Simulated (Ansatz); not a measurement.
Ba6O5, relaxed as a quintet with UKS PBE-D4/def2-SVP in Ansatz, starting from the PBE-D4/def2-SVP geometry of the neutral singlet. Force threshold 0.03 eV/Å.

In the def2 sets Ba takes a core potential; there is no spin–orbit coupling. At PBE-D4/def2-SVP a singlet of charge 0 lies 2.99 eV below the quintet, each at its own geometry. The structure comes from a short search, and lower isomers may exist.

Start:

```tsv
atom	x (Å)	y (Å)	z (Å)
Ba1	1.607	-2.550	-0.576
Ba2	2.590	1.387	-0.882
Ba3	-1.248	2.277	0.574
Ba4	-2.145	-1.318	0.854
Ba5	1.438	-0.149	2.706
Ba6	-1.094	0.084	-2.422
O7	-2.536	0.589	-0.562
O8	2.383	-0.554	0.528
O9	0.318	1.743	-1.259
O10	-0.733	0.341	2.017
O11	-0.579	-1.852	-0.979
```

Q: Estimate the energy that the relaxation releases and the steps that it takes.

A: 0.23 eV, in 5 steps; 80 s on 4 threads of Arm Neoverse V1 on a shared host. No frequencies were taken in this run, so the end may be a saddle point.

Q: Does the start keep its bonding and symmetry?

A: By distances, no bond broke or formed. The bond that changes most is Ba4–O7, from 2.41 to 2.46 Å (atoms count from 1). Point group C3v at the start, C3v at the end, both within 0.05 Å.

Q: Predict the relaxed structure.

A: 
```xyz
11

Ba    1.581   -2.602   -0.606
Ba    2.591    1.441   -0.922
Ba   -1.174    2.346    0.628
Ba   -2.111   -1.406    0.920
Ba    1.407   -0.136    2.764
Ba   -1.013    0.058   -2.500
O    -2.409    0.560   -0.534
O     2.248   -0.523    0.498
O     0.280    1.762   -1.275
O    -0.778    0.352    2.020
O    -0.623   -1.854   -0.993
```
Bond lengths (bridged metal pairs left out): 15 × Ba–O 2.36 to 2.46 Å.
